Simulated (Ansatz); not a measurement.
```xyz
2

S     0.0072    0.0046   -0.0744
H     0.0028    0.0037    1.2832
```

Basis set: def2-TZVP (spherical functions). Correlated methods keep 5 orbitals frozen. Charge 0, multiplicity 2.

Computed with Ansatz (development build ahead of 0.2.0); each method stands on the lowest determinant of its kind that the runs found.

Give the atomization energy at this shape (free ground-state atoms in the same class of orbitals less the molecule, no zero-point energy) of doublet SH by UHF-MP2, UHF.

```
 method  atomization energy
UHF-MP2      80.10 kcal/mol
    UHF      60.30 kcal/mol
```
